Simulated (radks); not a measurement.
Task: These are the eigenvalues of the occupied orbitals of an atom or ion with whole-number occupations (eV). All-electron calculation, scalar-relativistic Kohn-Sham, PBE, spin-unpolarised, spherical densities, finite nucleus; Fermi nuclear charge, rms radius of each element as measured or else 0.836 A^(1/3) + 0.57 fm. Program: a radial shooting solver on a logarithmic mesh with Libxc functionals.

| orbital | eigenvalue |
|---|---|
| 1s | -48362.78 |
| 2s | -7942.050 |
| 2p | -7076.635 |
| 3s | -1747.693 |
| 3p | -1478.302 |
| 3d | -1118.021 |
| 4s | -346.9467 |
| 4p | -258.3263 |
| 4d | -134.8306 |
| 5s | -44.6582 |
| 5p | -23.7762 |
| 6s | -3.6231 |
| 4f | -2.7198 |

Which element is it, and in what charge state? The configuration may be excited.

Result: Z = 63, europium, charge 0: Eu in [Xe] 4f7 6s2. The list shows which subshells hold electrons but not how many an open one holds; the 1s level, -1777.3 hartree, gives Z - s = 59.6 by -(Z - s)^2/2, which with screening and relativity narrows Z to a few neighbours, and the depths of the outer levels then fix element, charge and occupations together.
